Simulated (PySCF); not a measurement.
# Frontier orbitals and the lowest excitations

Compound: C4H9GeN.
Geometry (PBE0-D3(BJ)/def2-SVP, Å), atoms numbered from 1 in this order:
```
atom  x, y, z in Å
C1     3.6449   -0.3648    0.7026
C2     2.2878   -0.2695    0.1960
C3     1.1501   -0.1871   -0.2319
Ge4   -0.6209   -0.0740   -0.8928
N5    -1.6845    0.3831    0.5264
C6    -3.1134    0.4969    0.3603
H7     4.3085    0.3477    0.1882
H8     4.0538   -1.3764    0.5543
H9     3.6801   -0.1400    1.7800
H10   -0.9903   -1.4307   -1.5438
H11   -0.7482    1.0396   -1.9471
H12   -1.4167   -0.0720    1.3936
H13   -3.5660    1.0157    1.2220
H14   -3.3404    1.1120   -0.5265
H15   -3.6534   -0.4645    0.2326
```

Method: TDDFT CAM-B3LYP/def2-SVPD, vertical, gas phase, core orbitals frozen in the response in PySCF. Relativistic effects, spin–orbit coupling among them, are left out although an element past zinc is present.

Frontier orbitals with the atoms that hold most of them (Löwdin shares over 4%, at most four atoms; ? is withheld):

```json
{"orbital": "HOMO-3", "ε (eV)": "-10.98", "atoms": "Ge4 24%, N5 18%, H11 18%, C6 11%"}
{"orbital": "HOMO-2", "ε (eV)": "-9.02", "atoms": "C3 40%, C2 38%, C1 8%, Ge4 4%"}
{"orbital": "HOMO-1", "ε (eV)": "-8.90", "atoms": "?"}
{"orbital": "HOMO", "ε (eV)": "-7.95", "atoms": "?"}
{"orbital": "LUMO", "ε (eV)": "?", "atoms": "Ge4 31%, C6 11%, C2 10%, C3 10%"}
{"orbital": "LUMO+1", "ε (eV)": "1.24", "atoms": "C1 22%, C2 18%, Ge4 18%, C3 11%"}
{"orbital": "LUMO+2", "ε (eV)": "1.61", "atoms": "Ge4 24%, C1 13%, H10 8%, C2 8%"}
```

Problem. Which atoms hold the HOMO, and with what shares?

Solution. N5 (bonded to C, Ge and H) 59%; C6 (bonded to N and 3 H) 12%; Ge4 (bonded to C, N and 2 H) 9%; H15 (bonded to C) 6%.

Problem. Which atoms hold the HOMO-1, and with what shares?

Solution. C3 (bonded to C and Ge) 38%; C2 (bonded to 2 C) 36%; C1 (bonded to C and 3 H) 7%; Ge4 (bonded to C, N and 2 H) 6%. By element: carbon 82% or more, germanium 6%.

Problem. What is the LUMO energy, and the HOMO–LUMO gap?

Solution. ε(LUMO) = 1.00 eV; the gap is 8.95 eV (0.3291 hartree).

Problem. The HOMO–LUMO gap is 8.95 eV. Where does the response calculation put the lowest singlet, and from which orbitals?

Solution. S1 is at 5.72 eV (f = 0.0066), 3.23 eV below the gap, made of HOMO→LUMO (84%). 

Next come S2 at 5.97 eV (f 0.0002), HOMO-1→LUMO (40%), HOMO-1→LUMO+1 (14%), HOMO-1→LUMO+2 (11%); S3 at 6.27 eV (f 0.0022), HOMO-1→LUMO+3 (33%), HOMO-2→LUMO (25%), HOMO-2→LUMO+2 (10%); S4 at 6.35 eV (f 0.0001), HOMO-2→LUMO+3 (68%); S5 at 6.62 eV (f 0.020), HOMO→LUMO+1 (46%), HOMO→LUMO+2 (20%), HOMO→LUMO+3 (14%).

Löwdin shares depend on the basis, the more so with diffuse functions.

Time: 3.1 min. Hardware: one thread, Arm Neoverse V1, shared host.

One conformer stands for the species.
